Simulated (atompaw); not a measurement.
## u(r) = r·R(r): atom against pseudo-atom (Tc (Z = 43))

Columns: radius, all-electron u(r) and pseudo u(r) of the 5s shell (level -27.62 eV) of technetium in the configuration [Kr] 4d4 5s0 5p0; PBEsol, scalar-relativistic, PAW (atompaw) scheme, atompaw 4.2.0.5.

```tsv
r (bohr)	all-electron	pseudo
0.115	-0.1521	0.0798
0.231	0.1637	0.1593
0.346	0.2292	0.2363
0.462	0.0380	0.3113
0.577	-0.1889	0.3820
0.692	-0.3400	0.4486
0.808	-0.3900	0.5108
0.923	-0.3524	0.5671
1.038	-0.2549	0.6175
1.154	-0.1219	0.6622
1.269	0.0230	0.7000
1.385	0.1678	0.7317
1.500	0.3003	0.7566
1.615	0.4165	0.7752
1.731	0.5146	0.7879
1.846	0.5923	0.7945
1.962	0.6514	0.7956
2.077	0.6926	0.7916
2.192	0.7181	0.7830
2.308	0.7302	0.7699
2.423	0.7305	0.7531
2.538	0.7214	0.7328
2.654	0.7044	0.7092
2.769	0.6815	0.6830
2.885	0.6538	0.6540
3.000	0.6229	0.6229
```

Problem. How many radial nodes do the two functions have?

Solution. The all-electron 5s function has n − l − 1 = 4 (the table is too coarse to show those close to the nucleus); the pseudo-wave has 0, since the states of the same l below it are removed with the core.

Problem. Where does each function peak?

Solution. Outermost all-electron maximum near 2.42 bohr, pseudo maximum near 1.96 bohr (to the table’s step).

Problem. Is the pseudo-wave norm-conserving?

Solution. No, it belongs to a PAW set: the norm inside the radius is not constrained, and the difference is carried by the augmentation charge.
